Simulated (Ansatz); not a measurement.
Spectroscopic constants of TiN, multiplicity 2 (the spin of the measured ground state). No spin–orbit coupling. Ti is treated without relativity. The T1 diagnostic near the minimum is 0.074, so single-reference values are doubtful.

Constants: fifth-degree fit in 1/R to seven points, most abundant isotopes. Runs in def2 and cc sets follow the lowest solution found near the PBE0 minimum.

Run with Ansatz (Gaussian basis) for Hartree–Fock, density functionals and correlated methods. Each number belongs to the level named beside it.

```
level                 r_e (Å)  ω_e (cm⁻¹)  α_e (cm⁻¹)  B_e (cm⁻¹)  D_e (eV)  dipole (D)
--------------------  -------  ----------  ----------  ----------  --------  ----------
SVWN5/def2-TZVPP        1.553        1132      0.0033       0.645      7.22        3.48
PBE/def2-TZVPP          1.574        1086      0.0034       0.628      6.11        3.80
r2SCAN/def2-TZVPP       1.567        1103      0.0034       0.634      4.91        4.20
B3LYP/def2-TZVPP        1.553        1145      0.0032       0.645      4.93        3.49
CAM-B3LYP/def2-TZVPP    1.534        1198      0.0029       0.661      4.66        3.44
wB97X-V/def2-TZVPP      1.529        1219      0.0028       0.665      4.78        3.21
wB97M-V/def2-TZVPP      1.531        1212      0.0028       0.663      4.50        3.19
```

D_e counts from each atom's lowest state at the same level, without counterpoise or zero-point energy.

Measured for the ground state: dipole 3.56 D [compilation of Liu, Meijer and Pérez-Ríos].

Ansatz is a quantum-chemistry and plane-wave program.
